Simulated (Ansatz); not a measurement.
`C[O][GeH2][CH3]` + `[BH2][GaH][CH2][SiH2]F` → `[BH2][GaH][GeH2][CH3]` + `COC[SiH2]F`  (redistribution)

Calculated with Ansatz (gas phase, PBE0-D4/def2-TZVP geometries, no zero-point term in ΔE). CBS: MP2 limit from def2 TZ/QZ plus the TZ coupled-cluster correction, frozen cores. Functionals use def2-TZVPP. For Ga, Ge outer-core shells are correlated without core-valence functions, which leaves a few kJ/mol of doubt a bond. Scalar relativity is left out up to krypton. One conformer a species, not always the lowest.

```json
{"level": "ωB97X-V", "ΔE (kJ/mol)": "104.9"}
{"level": "CCSD/CBS(def2)", "ΔE (kJ/mol)": "106.0"}
```

**Question.** What does CCSD(T)/CBS give? (Estimate.)

**Answer.** Computed: +109.1 kJ/mol. The listed levels differ from it by -4.2, -3.1 kJ/mol.

Largest T1 diagnostic among the species: 0.013.

The D4 term adds +6.4 kJ/mol with B3LYP and +3.0 kJ/mol with PBE0; it sums over pairs of atoms, weighted by their polarisabilities, and B3LYP, whose exchange is more repulsive, gets the larger term. From PBE to PBE0 (25 % exact exchange), in def2-TZVPP and without D4, ΔE moves by +4.5 kJ/mol. In def2-TZVPP, CCSD(T) changes the Hartree–Fock value by +14.8 kJ/mol (the triples alone add +3.1 kJ/mol) and MP2 by +27.2 kJ/mol.

B3LYP here is the variant with VWN-RPA as its local correlation; programs differ in this.
